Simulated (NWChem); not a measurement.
System: CH5Cl2FSi2; SMILES FC[Si@H](Cl)[SiH2]Cl

```xyz
11

F      1.6649     2.5633     0.2342
C      1.5234     1.2018     0.1100
Si    -0.1439     0.7581    -0.6786
Cl    -1.6851     1.3397     0.5825
Si    -0.2644    -1.5741    -0.9305
Cl     0.4498    -2.3845     0.8493
H      1.6082     0.7245     1.1021
H      2.3434     0.8024    -0.5169
H     -0.3058     1.4794    -1.9737
H     -1.6610    -2.0443    -1.1512
H      0.6068    -2.0581    -2.0427
```
Atoms are numbered in this order, from 1.

All runs: NWChem. Geometry: optimised at PBE0/def2-SVP. Hybrids' shares of exact exchange are those that their runs print; pure functionals count as 0. The functionals differ in more than this share.

| row | share of exact exchange | highest occupied level (eV) |
|---|---|---|
| PBE/def2-TZVP | 0.00 | -6.87 |
| BLYP/def2-TZVP | 0.00 | -6.76 |
| TPSSh/def2-TZVP | 0.10 | -7.52 |
| B3LYP/def2-TZVP | 0.20 | withheld |
| Hartree-Fock/def2-TZVP | 1.00 | -11.04 |

Task: Fit a straight line of the last column on the one before it, predict the withheld value, and compare with the run.

Result: 
1. Means of the 4 shown rows: x = 0.275, y = -8.047. Slope Σ(x − x̄)(y − ȳ)/Σ(x − x̄)² = -2.940/0.7075 = -4.155; intercept -6.905.
2. The shown rows scatter about the line by 0.125 (root mean square); the largest residual is -0.20, at TPSSh/def2-TZVP.
3. At x = 0.20 (B3LYP/def2-TZVP; inside the shown range) the line gives -7.74.
4. The run gives -7.93, -0.19 from the line, 1.5 times the scatter.
